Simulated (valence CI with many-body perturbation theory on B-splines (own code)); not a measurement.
Level structure of Pd XVI

Computed by relativistic CI+MBPT: three valence electrons over a frozen Dirac-Fock core [Ar] 3d10, a basis of 11 s, 11 p, 10 d, 8 f, 5 g, 2 h functions for each j, with the one-electron correlation potential Σ1 (screened to all orders), the two-electron term Σ2, the three-electron term Σ3, Breit, model QED; selected single and double excitations, second order for the rest, scaled by the run's own slope (own B-spline code, finite nucleus).

No measured levels were compared; by estimate levels hold to about 250 cm⁻¹ or 0.2 % of their energy and the worst to 1 %, as in measured heavy ions of charge 2 to 7; those with d or f electrons hold less well.

Levels 136 to 180 of 187, with energies above the lowest level, 4s²4p ²P°_1/2. "Leading %" is the weight of the configuration and term that name the level; weights of strongly mixed levels are sums over their largest components and can fall short, so below about 35 % the name and the second component can differ from the true leading terms, or belong to a minority configuration.

```
No.  Configuration  Term     J  E (cm⁻¹)  Leading %  Second component      g
136          4p4d²   ²D°   3/2   1636800         56    13 % 4p4d² ⁴D°  0.888
137          4p4d²   ⁴G°   9/2   1637400         44    16 % 4p4d² ²H°  1.099
138         4s4p5p    ⁴P   5/2   1639100         52    28 % 4s4p5p ²D  1.443
139          4p4d²   ⁴D°   7/2   1644600         17    17 % 4p4d² ²F°  1.224
140         4s4p5p    ⁴D   7/2   1650600         99                    1.429
141          4p4d²   ⁴G°  11/2   1653100         44    23 % 4p²4f ⁴G°  1.215
142          4p4d²   ⁴D°   1/2   1653500         84     9 % 4p4d² ⁴P°  0.301
143          4p²4f   ⁴G°   5/2   1654900         26    20 % 4p4d² ²F°  0.919
144         4s4p5p    ⁴S   3/2   1656900         51    29 % 4s4p5p ²P  1.638
145          4p4d²   ⁴D°   5/2   1658400         16    13 % 4p²4f ⁴G°  1.025
146          4p4d²   ⁴P°   1/2   1658900         48    38 % 4p4d² ²S°  2.083
147         4s4p5p    ²D   5/2   1663700         67    30 % 4s4p5p ⁴P  1.323
148          4p²4f   ⁴D°   7/2   1663900         18    16 % 4p²4f ²G°  1.141
149          4p4d²   ⁴D°   3/2   1665500         56    15 % 4p4d² ²D°  1.108
150          4p4d²   ⁴F°   3/2   1668800         48    16 % 4p4d² ⁴D°  0.787
151          4p4d²   ²G°   9/2   1669800         24    15 % 4p²4f ⁴G°  1.082
152          4p4d²   ⁴G°  11/2   1674200         38    29 % 4p²4f ²H°  1.161
153          4p4d²   ⁴F°   5/2   1675100         15    13 % 4p4d² ⁴D°  1.113
154          4p²4f   ²G°   7/2   1677500         38    23 % 4p²4f ⁴F°  1.035
155         4s4p5p    ²S   1/2   1677600         75    15 % 4s4p5p ²P  1.812
156          4p²4f   ²F°   5/2   1678400         38    16 % 4p²4f ²D°  0.957
157          4p²4f   ⁴G°   7/2   1679500         46    19 % 4p²4f ²G°  1.021
158          4p²4f   ²G°   9/2   1681100         55    31 % 4p²4f ⁴F°  1.193
159          4p²4f   ²D°   5/2   1684000         26    17 % 4p4d² ⁴D°  1.052
160          4p4d²   ⁴P°   3/2   1684900         62    10 % 4p4d² ⁴F°  1.508
161          4p²4f   ⁴D°   1/2   1687200         46    27 % 4p4d² ⁴D°  0.166
162          4p4d²   ⁴F°   7/2   1688900         30    22 % 4p²4f ²F°  1.197
163          4p²4f   ⁴D°   3/2   1689000         32    18 % 4p4d² ⁴F°  1.115
164          4p4d²   ⁴F°   5/2   1689300         35    14 % 4p4d² ⁴D°  1.144
165          4p²4f   ²D°   5/2   1691800         25    19 % 4p4d² ⁴F°  1.215
166          4p²4f   ⁴F°   3/2   1692800         58    23 % 4p²4f ²D°  0.613
167          4p²4f   ⁴G°   9/2   1698200         33    18 % 4p²4f ²G°  1.145
168          4p4d²   ⁴F°   7/2   1700300         39    25 % 4p4d² ²F°  1.178
169          4p4d²   ⁴F°   9/2   1707200         49    17 % 4p4d² ⁴G°  1.253
170          4p4d²   ⁴D°   7/2   1707600         63    10 % 4p²4f ⁴G°  1.320
171         4s4p5p    ²P   1/2   1709900         78    17 % 4s4p5p ²S  0.916
172          4p4d²   ²S°   1/2   1711000         54    40 % 4p4d² ⁴P°  2.199
173          4p4d²   ⁴P°   5/2   1711000         55    15 % 4p4d² ⁴D°  1.390
174         4s4p5p    ²D   3/2   1712100         66    24 % 4s4p5p ²P  0.953
175          4p4d²   ²P°   3/2   1712600         41    11 % 4p4d² ⁴D°  1.131
176          4p²4f   ²F°   5/2   1718300         24    20 % 4p4d² ⁴P°  1.111
177          4p4d²   ²G°   7/2   1719100         19    15 % 4p²4f ⁴D°  1.122
178          4p²4f   ⁴G°  11/2   1719600         66    17 % 4p4d² ²H°  1.239
179          4p4d²   ²P°   1/2   1723900         69     8 % 4p²4f ²P°  0.612
180          4p²4f   ⁴F°   5/2   1725100         24    23 % 4p4d² ²F°  1.008
```

Names give the largest LS component (configuration and term), which can be under half, so a name can repeat, a term be missing and a line seem to break the LS rules; names also repeat where a configuration has a term twice.

Where two levels of one J and parity lie close, their mixing, g and order are uncertain.
